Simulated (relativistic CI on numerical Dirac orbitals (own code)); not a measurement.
Spin-allowed bands of a d2 ion in a tetrahedral site, by hand

Problem. A d2 ion in a tetrahedral site has a 3A2 ground term and spin-allowed bands at ν1 = 9950 and ν2 = 15774 cm⁻¹ (from a computed ligand-field model). Find Δ and the Racah parameter B, and predict the third band.

Working.
1. The F term splits into A2 (−1.2Δ), T2 (−0.2Δ) and T1 (+0.6Δ), so ν1 = E(T2) − E(A2) = Δ = 9950 cm⁻¹.
2. T1(F) mixes with T1(P), which lies at 15B, through an element 0.4Δ. The two roots, counted from A2, are ν2,3 = ½(15B + 3Δ) ∓ ½√[(15B − Δ)² + 12BΔ].
3. Solving the lower root for B gives B = (2ν1² + ν2² − 3ν1ν2)/(15ν2 − 27ν1) = -24029824/-32040 = 750 cm⁻¹.
4. The sum of the roots is 15B + 3Δ, so ν3 = 15B + 3ν1 − ν2 = 25326 cm⁻¹ (395 nm).

Check. The bands were computed by exact diagonalisation of the d2 shell with B = 750 and Δ = 9950 cm⁻¹, which gives ν3 = 25326 cm⁻¹. C does not enter the terms of highest spin.
